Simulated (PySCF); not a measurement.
Ti(Br)(SH)3 (BrH₃S₃Ti), SMILES [Br][Ti]([SH])([SH])[SH], multiplicity 1.

Coordinates come from a PBE0-D3(BJ)/def2-SVP optimisation. The spin state was assumed, not searched. Other conformers were not sampled.

The numbers are results of PBE/def2-TZVP in PySCF, not measurements.

The molecule is in vacuum.

The total energy comes out as -4619.13022 hartree and the highest occupied level is -6.84 eV. The lowest empty level is -3.98 eV and the orbital gap is 2.85 eV. The dipole moment is 0.89 D. The quadrupole, principal values (traceless, Buckingham form, about the centre of nuclear charge) is -4.04, -1.25, 5.29 D·Å and the mean static polarisability is 123.4 bohr³ (18.28 Å³). The polarisability, principal values comes out as 120.5, 123.2, 126.5 bohr³.
